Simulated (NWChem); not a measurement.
Species: C3HCl2F; SMILES FC=C=C(Cl)Cl

```xyz
7

F      0.4413    -3.0865     0.0000
C     -0.5016    -2.1529     0.0000
C     -0.2492    -0.8687     0.0000
C     -0.0635     0.4247     0.0000
Cl     0.0714     1.3510    -1.4517
Cl     0.0714     1.3510     1.4517
H     -1.5143    -2.5728     0.0000
```
Atoms are numbered in this order, from 1.

All runs: NWChem. Coordinates come from a PBE0/def2-SVP optimisation.

Order these by “dipole (D)”, lowest first: RPBE/def2-SVP; B3LYP/def2-SVP; LRC-wPBEh/def2-SVP.

RPBE/def2-SVP (1.10), B3LYP/def2-SVP (1.20), LRC-wPBEh/def2-SVP (1.33)
